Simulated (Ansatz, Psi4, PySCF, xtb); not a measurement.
Noncovalent pair: CH4 (SMILES C) (first 5 atoms) with CH4S (SMILES CS); geometry from B3LYP-D3(BJ)/def2-TZVP.
(charge 0, multiplicity 1):
| atom | x (Å) | y (Å) | z (Å) |
|---|---|---|---|
| C | -0.0525 | 0.0752 | -0.0999 |
| H | -1.1168 | 0.0208 | 0.1285 |
| H | 0.4935 | 0.4084 | 0.7816 |
| H | 0.3037 | -0.9091 | -0.4018 |
| H | 0.1048 | 0.7805 | -0.9149 |
| C | -0.2663 | -1.2691 | 3.4919 |
| S | 0.2452 | 0.4381 | 3.8727 |
| H | -0.2885 | -1.4427 | 2.4184 |
| H | 0.4859 | -1.9171 | 3.9387 |
| H | -1.2338 | -1.4986 | 3.9332 |
| H | -0.7735 | 1.0574 | 3.2547 |

Monomers are frozen at their geometry in the pair; levels with a basis set take the counterpoise correction. Rows marked so take none.

Frozen-core correlation. Rows in 6-31G* carry no dispersion term and start afresh at each structure (6-31G* with six Cartesian d functions). MP2/6-31G* freezes PySCF's default core.

Run with Ansatz (Gaussian basis) for Hartree–Fock, density functionals and correlated methods; Psi4 for SAPT; PySCF for 6-31G* rows, the dispersion terms; xtb for the GFN methods. 

| level | interaction energy (kcal/mol) |
|---|---|
| GFN-FF | -0.67 |
| BLYP/def2-TZVPPD | 0.77 |
| B3LYP/6-31G* | 0.32 |
| B3LYP/def2-TZVPPD | 0.36 |
| PBE0/def2-TZVPPD | -0.32 |
| BHLYP-D3(BJ)/def2-TZVPPD | -1.14 |
| B2PLYP-D4/def2-TZVPPD | -0.89 |
| MP2/6-31G* (no counterpoise) | [?] |
| SAPT0/jun-cc-pV(D+d)Z | [?] |

Task: Complete the blanks.

Result: 
- MP2/6-31G* (no counterpoise), interaction energy (kcal/mol): -0.56
- SAPT0/jun-cc-pV(D+d)Z, interaction energy (kcal/mol): -0.43

Ansatz is a program for electronic structure.
